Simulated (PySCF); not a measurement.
**AsF₄⁺: fields on a plane**

Level of theory: PBE0 in PySCF with As def2-SVP, F def2-SVP; no relativity; density-fitted integrals.

The singlet minimum has As–F 1.646 Å (×4); F–As–F 109.5° (×6).

The plane holds As1 at (0.00, 0.00), F2 at (1.65, 0.00), F3 at (-0.55, 1.55) Å. Columns run from x = -2.55 to 4.05 Å, rows from y = 3.75 (top) to -1.95 Å, in steps of 0.3 Å. Other isomers or separated fragments may lie lower.

**Question.** Give the electron localisation function (set to 0 where the density is under 0.005 e/Å³). Lower edges of the bins: '0' 0.000, '1' 0.088, '2' 0.177, '3' 0.265, '4' 0.353, '5' 0.442, '6' 0.530, '7' 0.618, '8' 0.706, '9' 0.795; top 0.88.

**Answer.** 
```
00000000000000000000000
00000000000000000000000
00000000000000000000000
00000011110000000000000
00001344432000000000000
00024688864100000000000
00147999985200000000000
00258923995100000000000
00258961883000221000000
00136898853113554200000
00013564212347986310000
00001321551379998410000
00001216555286289520000
00001216555286289520000
00000221661379998410000
00000122112357986310000
00000012221124554200000
00000000110001221000000
00000000000000000000000
00000000000000000000000
```

**Question.** Give the electrostatic potential (V) (cut at 20 V). Every second row and column.

**Answer.** 
```
 3.2  3.4  3.6  3.8  3.8  3.8  3.7  3.5  3.3  3.0  2.8  2.6
 3.5  3.9  4.2  4.5  4.5  4.5  4.3  4.0  3.7  3.4  3.1  2.8
 4.0  4.4  5.2  6.8  6.3  5.4  5.2  4.8  4.2  3.8  3.3  3.0
 4.5  5.1  8.3 20.0 20.0  7.8  6.6  5.7  4.8  4.1  3.6  3.2
 5.0  6.0 10.7 20.0 20.0 13.2  9.4  6.8  5.4  4.5  3.9  3.4
 5.6  7.3 11.4 20.0 20.0 20.0 16.0 13.3  7.4  4.9  4.1  3.5
 6.0  8.3 14.4 20.0 20.0 20.0 20.0 20.0 20.0  5.5  4.2  3.5
 5.8  8.0 13.1 20.0 20.0 20.0 20.0 20.0 12.1  5.2  4.1  3.5
 5.4  6.8  9.5 15.1 20.0 19.8 12.1  8.1  5.9  4.7  4.0  3.4
 4.8  5.7  7.0  8.7 10.2 10.0  8.2  6.3  5.1  4.3  3.7  3.3
```
